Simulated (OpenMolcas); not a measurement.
# Multiconfigurational calculation on S I

Input:

```
&GATEWAY
Coord
1

S 0.0 0.0 0.0
Basis=ANO-RCC
Group=XYZ
NoMove
AngMom=0.0 0.0 0.0
AMFI
&SEWARD
&RASSCF
FileOrb=start.orb
Symmetry=1
Spin=3
nActEl=6 0 0
Inactive=2 3
Ras2=1 3
CIRoot=3 3 1
SDav=3
CIMx=300
Iter=120 100
PrWF=0.3
OrbListing=Nothing
MaxOrb=0
Atom
>>> COPY $Project.JobIph JOBPRE
&RASSCF
FileOrb=start.orb
Symmetry=1
Spin=3
nActEl=6 0 2
Inactive=2 3
Ras2=1 3
Ras3=5 0
CIRoot=3 3 1
SDav=333
CIMx=300
Iter=120 100
PrWF=0.3
OrbListing=Nothing
MaxOrb=0
Thrs=2.0e-7 1.0e-1 5.0e-4
Atom
>>> COPY $Project.JobIph JOB001
&RASSCF
FileOrb=start.orb
Symmetry=1
Spin=1
nActEl=6 0 2
Inactive=2 3
Ras2=1 3
Ras3=5 0
CIRoot=6 6 1
SDav=292
CIMx=300
Iter=120 100
PrWF=0.3
OrbListing=Nothing
MaxOrb=0
Thrs=2.0e-7 1.0e-1 5.0e-4
Atom
>>> COPY $Project.JobIph JOB002
&RASSCF
FileOrb=start.orb
Symmetry=2
Spin=3
nActEl=6 0 2
Inactive=2 3
Ras2=1 3
Ras3=5 0
CIRoot=3 3 1
SDav=378
CIMx=300
Iter=120 100
PrWF=0.3
OrbListing=Nothing
MaxOrb=0
Thrs=2.0e-7 1.0e-1 5.0e-4
Atom
>>> COPY $Project.JobIph JOB003
&RASSI
NrOfJobIphs=3 3 6 3
1 2 3
1 2 3 4 5 6
1 2 3
IphNames
JOB001
JOB002
JOB003
EJob
SpinOrbit
DIPRint=1.0
SOCoupling=1000.0
Subsets=2
MEES
Property=10
'ANGMOM' 1 'ANGMOM' 2 'ANGMOM' 3 'MLTPL  1' 1 'MLTPL  1' 2 'MLTPL  1' 3
'AMFI' 1 'AMFI' 2 'AMFI' 3 'MLTPL  2' 6
SOProperty=3
'ANGMOM' 1 'ANGMOM' 2 'ANGMOM' 3
```

A driver script runs the steps one by one and writes start.orb anew before each from the orbitals found so far.

Output, cut to the results:

```
--- SEWARD ---
Basis set label: S.ANO-RCC.........

      Electronic valence basis set:
      ------------------
      Associated Effective Charge  16.000000 au
      Associated Actual Charge     16.000000 au
      Nuclear Model: Point charge

      Shell  nPrim  nBasis  Cartesian Spherical Contaminant
         s      17       8        X
         p      12       7        X
         d       5       5                 X
         f       4       4                 X
         g       2       2                 X
                  Relativistic Douglas-Kroll-Hess integrals:
                    - DKH order of Hamiltonian: 2
                    - DKH order of Properties : 0
                  Atomic mean-field integrals
--- RASSCF ---
Wave function specifications:
      -----------------------------

      Number of closed shell electrons          10
      Number of electrons in active shells       6
      Max number of holes in RAS1 space          0
      Max nr of electrons in RAS3 space          2
      Number of inactive orbitals                5
      Number of active orbitals                  9
      Number of secondary orbitals              86
      Spin quantum number                      1.0
      State symmetry                             1
Orbital specifications:
      -----------------------

      Symmetry species                           1   2
                                                ag  au
      Frozen orbitals                            0   0
      Inactive orbitals                          2   3
      Active orbitals                            6   3
      RAS1 orbitals                              0   0
      RAS2 orbitals                              1   3
      RAS3 orbitals                              5   0
      Secondary orbitals                        43  43
      Deleted orbitals                           0   0
      Number of basis functions                 51  49
      Number of CSFs                           333
      Number of root(s) required                 3
      Iter CI   SX   CI       RASSCF       Energy    max ROT     max BLB   max BLB  Level Ln srch  Step   QN
          iter iter root      energy       change     param      element    value   shift minimum  type update
 Nr of preliminary CI iterations:   1
        1   1    4    0  -398.67179526    0.00E+00  -6.49E-06    3   9 1 -2.75E-06   0.00   0.00    SX    NO
        2   1    3    0  -398.67179526   -1.60E-11  -1.49E-06    3   9 1 -4.87E-07   0.00   0.00    SX    NO
        3   1    2    0  -398.67179526   -1.65E-12  -3.33E-07    3  12 1  1.62E-07   0.00   0.00    SX    NO
        4   1    2    0  -398.67179526    4.55E-13  -1.55E-07    3  13 1  9.17E-08   0.00   0.00    SX    NO
      Convergence after  4 iterations
        5   1    2    0  -398.67179526    1.71E-13  -1.55E-07    3  12 1  9.03E-08   0.00   0.00    SX    NO
      Natural orbitals and occupation numbers for root  1
      sym 1:   1.968281   0.013410   0.017073   0.018211   0.013410   0.017073
      sym 2:   1.960605   0.995968   0.995968
      Natural orbitals and occupation numbers for root  2
      sym 1:   1.968281   0.017073   0.013410   0.017073   0.018211   0.013410
      sym 2:   0.995968   1.960605   0.995968
      Natural orbitals and occupation numbers for root  3
      sym 1:   1.968281   0.013410   0.017073   0.013410   0.018211   0.017073
      sym 2:   1.960605   0.995968   0.995968
::    RASSCF root number  1 Total energy:   -398.67179526
::    RASSCF root number  2 Total energy:   -398.67179526
::    RASSCF root number  3 Total energy:   -398.67179526
--- RASSCF ---
Wave function specifications:
      -----------------------------

      Number of closed shell electrons          10
      Number of electrons in active shells       6
      Max number of holes in RAS1 space          0
      Max nr of electrons in RAS3 space          2
      Number of inactive orbitals                5
      Number of active orbitals                  9
      Number of secondary orbitals              86
      Spin quantum number                      0.0
      State symmetry                             1
Orbital specifications:
      -----------------------

      Symmetry species                           1   2
                                                ag  au
      Frozen orbitals                            0   0
      Inactive orbitals                          2   3
      Active orbitals                            6   3
...
--- RASSI ---
SPIN-FREE ENERGIES:
  (Shifted by EMIN (a.u.) =       -398.6717952587)

 SF State       Relative EMIN(au)   Rel lowest level(eV)    D:o, cm**(-1)      L_eff

     1             0.0000000000        0.0000000000              0.0000         1.0
     2             0.0000000000        0.0000000000              0.0000         1.0
     3             0.0000000000        0.0000000000              0.0000         1.0
     4             0.0490718311        1.3353125503          10770.0220         2.0
     5             0.0490718311        1.3353125503          10770.0220         2.0
     6             0.0490718311        1.3353125503          10770.0220         2.0
     7             0.0490718311        1.3353125503          10770.0220         2.0
     8             0.0490718311        1.3353125503          10770.0220         2.0
     9             0.1082655100        2.9460546091          23761.5329         0.0
    10             0.3386974944        9.2164283407          74335.5077         1.0
    11             0.3386974944        9.2164283407          74335.5077         1.0
    12             0.3386974944        9.2164283407          74335.5077         1.0
     Dipole printing threshold changed to   1.00000000E+00

++ Dipole transition strengths (spin-free states):
   -----------------------------------------------
     for osc. strength at least  1.00000000E+00

  ( Max oscillator strength is only    8.3288439158107404E-003 )
--
Eigenvalues of complex Hamiltonian:
   -----------------------------------
  (Shifted by EMIN (a.u.) =       -398.6717952587)

 SO State       Relative EMIN(au)   Rel lowest level(eV)    D:o, cm**(-1)     J-value

     1            -0.0008276413        0.0000000000              0.0000         1.3
     2            -0.0008276413        0.0000000000              0.0000         1.7
     3            -0.0008276413        0.0000000000              0.0000         1.7
...
```

The J values that RASSI prints are effective ones from its own formula and need not be integers or half-integers; the table below assigns J from the states.

Levels above the lowest, from the spin-orbit matrix, grouped by J:

| Configuration | Term | J | E (cm⁻¹) | Measured (cm⁻¹) | g | Term weight % |
| --- | --- | --- | --- | --- | --- | --- |
| 3s² 3p⁴ | ³P | 2 | 0.0 | 0.0 | 1.501 | 100 |
| 3s² 3p⁴ | ³P | 1 | 358 | 396 | 1.501 | 100 |
| 3s² 3p⁴ | ³P | 0 | 523 | 574 |  | 100 |
| 3s² 3p⁴ | ¹D | 2 | 10957 | 9239 | 1.000 | 100 |
| 3s² 3p⁴ | ¹S | 0 | 23953 | 22180 |  | 100 |
| 3s 3p⁵ | ³P° | 2 | 74350 | 72023 | 1.501 | 100 |
| 3s 3p⁵ | ³P° | 1 | 74684 | 72382 | 1.501 | 100 |
| 3s 3p⁵ | ³P° | 0 | 74851 | 72572 |  | 100 |

Against the 7 measured excited levels shown (NIST Handbook of Basic Atomic Spectroscopic Data) the mean absolute deviation is 1500 cm-1; the largest miss in energy is 3s 3p⁵ ³P°₂: computed 74350, measured 72023 cm⁻¹ (+3.2 %), and the largest in proportion 3s² 3p⁴ ¹D₂ (+18.6 %).

Without dynamic correlation excited terms often stand tens of per cent too high (terms of higher spin than the ground term too low), and those without a measured partner can miss by more than the paired ones. Active for correlation alone: 3d; no level in the range computed is led by a configuration that fills it, so any true level of that kind is missing. Some terms mix strongly with configurations of 3d, whose occupation reaches 0.33 (3s 3p⁵ ³P°). Computed and measured levels are paired by configuration, term and J; levels that our copy of the source lacks, or whose pairing is in doubt (as where it misses far off the trend of its configuration), stay unpaired and out of the deviations. Levels of configurations outside the active space are missing. The first state left out of the spin-orbit step lies near 97000 cm-1 above the lowest spin-free state of the reference (among the parities and spins computed), and the list stops at four fifths of that energy or lower.

The term weight is that of the spin-free term in the level, not the purity of its configuration. ° marks odd parity.
